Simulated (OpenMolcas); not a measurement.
A calculation on Pm.

```yaml
Program: OpenMolcas
Method: "MS-CASPT2, IPEA 0.25 Eh, imaginary shift 0.1 Eh (closed shells correlated: 5s 5p 6s)"
Basis: ANO-RCC-VTZP [8s7p5d3f2g1h]
Scalar_Hamiltonian: DKH2, point nucleus
Active_space: 5 electrons in 7 orbitals (4f)
State_averaging: 2S+1 = 6 odd, 21 roots; 2S+1 = 4 odd, 224 roots (128 in the spin-orbit step); 2S+1 = 2 odd, 130 roots kept (CI in the orbitals of an earlier block)
Spin-orbit_coupling: state interaction with AMFI integrals over the reference wave functions, term energies averaged over their components
```

**Question.** Which level of the active space comes out lowest?

**Answer.** 4f5 6s2 6H* 5/2, with 96 % of that term; it is also the measured ground level.

**Question.** How high does 4f5 6s2 6F* 5/2 lie?

**Answer.** 0.766 eV above the lowest level.

**Question.** How high does 4f5 6s2 6F* 7/2 lie?

**Answer.** 0.858 eV above the lowest level.

**Question.** How high does 4f5 6s2 6F* 9/2 lie?

**Answer.** 0.985 eV above the lowest level.

Measured values: NIST Handbook of Basic Atomic Spectroscopic Data.

CASPT2 breaks the degeneracy within a term, and the mean is taken; among the terms shown or strongly mixed into the levels shown the widest spread is 510 cm-1 (4f5 6s2 6H*). Blocks of more than 70 roots (2S+1 = 4 odd, 2 odd) ran without multistate coupling. High states are left out of the spin-orbit mixing, which shifts the levels that they would mix with. With the s shell closed, the reference lacks s² → p² mixing. Measured partners are found by configuration, term and J. A level has none where our copy of the source lacks it or the pairing is in doubt (some pairs that miss far off the trend of their configuration count as doubtful), and it then counts in no deviation. Only configurations of the active space appear.

* marks odd parity.
